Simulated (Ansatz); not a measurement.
Consider the formal exchange of groups at the Sc–F bond: `[F][Sc]([Cl])[O][SiH3]` + CH₄ → `[CH3][Sc]([Cl])[O][SiH3]` + H–F.

Isolated molecules relaxed with PBE0-D4/def2-TZVP in Ansatz; ΔE leaves out vibrations. CCSD(T)/CBS is the MP2 limit (def2-TZVPP, def2-QZVPP) plus CCSD(T) − MP2 in def2-TZVPP, frozen cores. This one scheme is used for every species. Functionals use def2-TZVPP. For Sc outer-core shells are correlated without core-valence functions, which leaves a few kJ/mol of doubt a bond. Scalar relativity is left out up to krypton. One conformer a species, not always the lowest.

```tsv
level	ΔE (kcal/mol)
r2SCANh-D4	61.5
PBE	61.3
HF/def2-SVP	65.4
MP2/def2-QZVPP	58.7
```

(1) What does CCSD(T)/CBS give? (Best estimate.)

Largest T1 diagnostic among the species: 0.015.

Results:

(1) Computed: +57.5 kcal/mol. The listed levels differ from it by 4.0, 3.8, 7.9, 1.2 kcal/mol.

In def2-TZVPP, CCSD(T) changes the Hartree–Fock value by −3.3 kcal/mol (the triples alone add −0.0 kcal/mol) and MP2 by −3.0 kcal/mol. At CCSD(T), def2-SVP lies +8.5 kcal/mol from the extrapolated value and def2-TZVPP +1.8 kcal/mol. From BLYP to BHLYP (50 % exact exchange), in def2-TZVPP and without D4, ΔE moves by −1.5 kcal/mol.
